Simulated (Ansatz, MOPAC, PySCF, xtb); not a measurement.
Pair of molecules: CH3F (SMILES CF) (first 5 atoms) with C2H3N (SMILES CC#N); geometry from B3LYP-D3(BJ)/def2-TZVP, rigid monomers moved along the line of their centres of mass till F2···H9 is 4.26 Å.
(charge 0, multiplicity 1):
```xyz
11

C      0.37294     0.59248    -0.17773
F      1.16322    -0.29152     0.56562
H     -0.17778     1.22593     0.51524
H      1.03060     1.19013    -0.80904
H     -0.31110     0.00621    -0.79144
C      0.73404    -0.04891     5.70253
C     -0.17740     1.01139     5.30590
N     -0.89642     1.84687     4.97927
H      1.08179    -0.57338     4.81320
H      1.59191     0.37162     6.22788
H      0.22678    -0.75257     6.36304
```

Counterpoise-corrected where a basis set is named; no monomer relaxation. Rows marked so take none.

Correlated levels freeze the cores. Rows in 6-311+G** carry no dispersion term and start afresh at each structure. The state that PM6, PM7 reach isn't checked; PM7 holds dispersion and hydrogen-bond terms.

Codes used: Ansatz (Gaussian orbitals); MOPAC for PM6, PM7 (differences of heats of formation); PySCF for 6-311+G** rows, the dispersion terms; xtb for the GFN methods. Each number belongs to the level named beside it.

| level | interaction energy (meV) |
|---|---|
| PM6 | -24.2 |
| PM7 | -38.4 |
| GFN1-xTB | -27.2 |
| B3LYP/6-311+G** (no counterpoise) | -37.8 |
| B3LYP-D4/def2-TZVPPD | ___ |
| PBE0/def2-TZVPPD | ___ |
| SCS-MP2/aug-cc-pVDZ | -37.9 |
| CCSD/aug-cc-pVDZ | -38.9 |
| CCSD(T)/aug-cc-pVDZ | -39.1 |

**Question.** Complete the blanks.

**Answer.** 
- B3LYP-D4/def2-TZVPPD, interaction energy (meV): -40.1
- PBE0/def2-TZVPPD, interaction energy (meV): -35.7

Ansatz is a program for electronic structure.
